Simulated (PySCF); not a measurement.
antimony atom (Sb), quartet (all electrons, no relativity); BLYP/STO-3G in PySCF.

Here is a job for PySCF.
```python
from pyscf import gto, scf, dft

mol = gto.Mole()
mol.atom = '''
    Sb    0.000000    0.000000    0.000000
'''
mol.basis = 'sto-3g'
mol.charge = 0
mol.spin = 3
mol.verbose = 4
mol.build()

mf = dft.UKS(mol)
mf.xc = 'blyp'
mf.conv_tol = 1e-11
mf.kernel()
```

Problem. Write the output that PySCF gives for this input, abridged.

Solution. 
```
PySCF version 2.14.0

[INPUT] verbose = 4
[INPUT] num. atoms = 1
[INPUT] num. electrons = 51
[INPUT] charge = 0
[INPUT] spin (= nelec alpha-beta = 2S) = 3
[INPUT] symmetry False subgroup None
[INPUT] Mole.unit = angstrom
[INPUT] Symbol           X                Y                Z      unit          X                Y                Z       unit  Magmom
[INPUT]  1 Sb     0.000000000000   0.000000000000   0.000000000000 AA    0.000000000000   0.000000000000   0.000000000000 Bohr   0.0

nuclear repulsion = 0
number of shells = 11
number of NR pGTOs = 81
number of NR cGTOs = 27
basis = sto-3g
ecp = {}

******** <class 'pyscf.dft.uks.UKS'> ********
method = UKS
initial guess = minao
damping factor = 0
level_shift factor = 0
DIIS = <class 'pyscf.scf.diis.CDIIS'>
diis_start_cycle = 1
diis_space = 8
diis_damp = 0
SCF conv_tol = 1e-11
SCF conv_tol_grad = None
SCF max_cycles = 50
direct_scf = True
direct_scf_tol = 1e-13
number electrons alpha = 27  beta = 24
XC library pyscf.dft.libxc version 7.1.2
    S. Lehtola, C. Steigemann, M. J. T. Oliveira, and M. A. L. Marques,  SoftwareX 7, 1–5 (2018)
XC functionals = blyp
    A. D. Becke,  Phys. Rev. A 38, 3098 (1988)
    C. Lee, W. Yang, and R. G. Parr,  Phys. Rev. B 37, 785 (1988)
    B. Miehlich, A. Savin, H. Stoll, and H. Preuss,  Chem. Phys. Lett. 157, 200 (1989)
radial grids:
    Treutler-Ahlrichs [JCP 102, 346 (1995); DOI:10.1063/1.469408] (M4) radial grids

becke partition: Becke, JCP 88, 2547 (1988); DOI:10.1063/1.454033
pruning grids: <function nwchem_prune>
grids dens level: 3
symmetrized grids: False
atomic radii adjust function: <function treutler_atomic_radii_adjust>
small_rho_cutoff = 0
Set gradient conv threshold to 3.16228e-06
tot grids = 21960
init E= -6235.29526975311
cycle= 1 E= -6253.21442233737  delta_E= -17.9  |g|= 0.102  |ddm|=  1.5
cycle= 2 E= -6253.21733439588  delta_E= -0.00291  |g|= 0.00204  |ddm|= 0.0596
cycle= 3 E= -6253.21733561813  delta_E= -1.22e-06  |g|= 3e-06  |ddm|= 0.0012
cycle= 4 E= -6253.21733561813  delta_E= 3.64e-12  |g|= 2.08e-09  |ddm|= 1.77e-06
Extra cycle  E= -6253.21733561813  delta_E= 9.09e-13  |g|= 4.5e-11  |ddm|= 1.25e-09
converged SCF energy = -6253.21733561813  <S^2> = 3.75  2S+1 = 4
```
